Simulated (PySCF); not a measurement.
Species: C$_{2}$H$_{10}$BN$_{2}$, charge 1, multiplicity 1. It need not be the lowest isomer of its formula. 
Structure (B3LYP-D3(BJ)/def2-TZVP (Ansatz) minimum search):
SMILES: [NH3+]B(CC)N
```xyz
15

C      1.9080    -0.6955    -0.1633
C      0.7618    -0.3955     0.8238
B     -0.4867     0.2708     0.1832
N     -1.1874     1.3739     0.5998
N     -1.0252    -0.4097    -1.1427
H      1.6199    -1.4251    -0.9261
H      2.7628    -1.1213     0.3592
H      2.2531     0.2087    -0.6683
H      1.1288     0.2339     1.6374
H      0.4498    -1.3325     1.3044
H     -2.0058     1.7723     0.1644
H     -0.9102     1.8789     1.4294
H     -0.2900    -0.4152    -1.8547
H     -1.8484     0.0342    -1.5517
H     -1.2573    -1.3916    -0.9727
```
Charge +1, spin multiplicity 1.

Dispersion corrections to the total energy (kcal/mol) from the dftd3 and dftd4 libraries through PySCF: D3(BJ) without and D4 with the three-body term, each with the damping fitted for the functional named.

| functional | D3(BJ) | D4 |
|---|---|---|
| LC-wPBE | -5.97 | … |
| B3LYP | -11.01 | -8.41 |
| CAM-B3LYP | -4.89 | -4.44 |
| PW6B95 | … | -4.51 |
| HSE06 | -4.12 | -4.11 |
| TPSS | … | -7.17 |
| B2PLYP | -4.95 | -3.72 |

### Question
Some entries are withheld; supply them.

### Answer

- LC-wPBE, D4: -5.83
- PW6B95, D3(BJ): -3.05
- TPSS, D3(BJ): -8.23
